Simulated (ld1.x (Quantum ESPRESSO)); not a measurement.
# Configuration tests for F (TM)

ld1.x (Quantum ESPRESSO) 7.5 input, shortened:

```
&input
   title='F', zed=9., rel=1, dft='PBE', iswitch=3,
   config='[He] 2s2 2p5 3d-2'
 /
 &inputp
   pseudotype=2, tm=.true., lloc=-2, rcloc=0.85,
   nlcc=.true.
 /
3
2S  1  0   2.00   0.00  0.80  0.80  0.0
2P  2  1   5.00   0.00  1.85  1.85  0.0
3D  3  2  -2.00   0.15  1.90  1.90  0.0
 &test
   configts(1)='2s2 2p5'
 /
```

Energies are relative to the spin-unpolarised reference configuration 2s2 2p5; without spin polarisation the order of configurations can differ from experiment.

**Question.** Give the all-electron excitation energy and the error of the potential for: 2s2 2p4; 2s2 2p3; 2s2 2p2; 2s2 2p1; 2s1 2p5; 2s2 2p5.3; 2s2 2p4.5.

**Answer.**

| valence configuration | charge | ΔE all-electron (eV) | error AE − PS (meV) |
| --- | --- | --- | --- |
| 2s2 2p4 | +1 | 19.390 | +63 |
| 2s2 2p3 | +2 | 57.775 | +558 |
| 2s2 2p2 | +3 | 118.413 | +2191 |
| 2s2 2p1 | +4 | 204.215 | +5977 |
| 2s1 2p5 | +1 | 38.493 | -190 |
| 2s2 2p5.3 | -0.3 | -2.670 | +1.1 |
| 2s2 2p4.5 | +0.5 | 7.543 | +8.8 |

Levels in the configuration 2s2 2p2:

```
level  all-electron (eV)  pseudo (eV)
   2s            -91.208      -90.428
   2p            -72.761      -70.240
```
